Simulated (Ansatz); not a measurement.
Born–Oppenheimer molecular dynamics of ClFH8N2Si (13 atoms, charge 0, multiplicity 1). It starts from a rough guess of a transition structure, not a stationary point.

Theory: UKS PBE0/STO-3G (Ansatz 0.2.0).

```json
{"ensemble": "NVE (velocity Verlet)", "time step": "0.5 fs", "steps asked": "150", "starting velocities drawn for": "300 K", "seed": "666452"}
```

First frame:

```xyz
13
Properties=species:S:1:pos:R:3
Si -0.530 0.717 1.398
F -1.241 -0.955 0.557
H -1.593 1.314 0.615
H -0.334 -0.163 2.531
Cl 0.249 2.473 2.206
H 0.621 -0.260 -0.989
N 1.093 0.419 0.069
H -0.896 -1.166 -0.581
N -0.187 -1.052 -1.704
H 1.499 1.312 -0.169
H 1.793 -0.143 0.533
H 0.215 -1.915 -2.029
H -0.689 -0.582 -2.439
```

How far do the bonds stretch over the last three quarters of this one trajectory? (Pairs bonded in most of those frames.)


| bond | mean (Å) | spread (Å) | shortest | longest |
| --- | --- | --- | --- | --- |
| Si1–F2 | 1.771 | 0.089 | 1.66 | 1.91 |
| Si1–H3 | 1.456 | 0.017 | 1.43 | 1.49 |
| Si1–H4 | 1.462 | 0.026 | 1.41 | 1.51 |
| Si1–Cl5 | 2.274 | 0.067 | 2.20 | 2.38 |
| Si1–N7 | 1.888 | 0.129 | 1.69 | 2.07 |
| H6–N7 | 1.253 | 0.054 | 1.18 | 1.35 |
| H6–N9 | 1.261 | 0.106 | 1.08 | 1.51 |
| N7–H10 | 1.051 | 0.035 | 1.00 | 1.10 |
| N7–H11 | 1.051 | 0.047 | 0.97 | 1.12 |
| H8–N9 | 1.185 | 0.060 | 1.07 | 1.30 |
| N9–H12 | 1.043 | 0.026 | 0.99 | 1.09 |
| N9–H13 | 1.045 | 0.034 | 0.99 | 1.10 |

Mean temperature of the second half: 687 K. The conserved energy stayed within 0.47 meV per atom of its start (net change -0.39 meV per atom), so the integration is sound. The system heated up, since it started high on the potential surface and ran downhill. A run of 0.075 ps of so small a system gives no equilibrium averages. The orbitals stay closed-shell, which can raise the energy where a bond breaks towards radicals; this wasn't checked here. Limits of this set-up: minimal basis.

Run time: 11 min on 1 thread of Arm Neoverse V1 (shared host), peak memory 0.16 GiB.
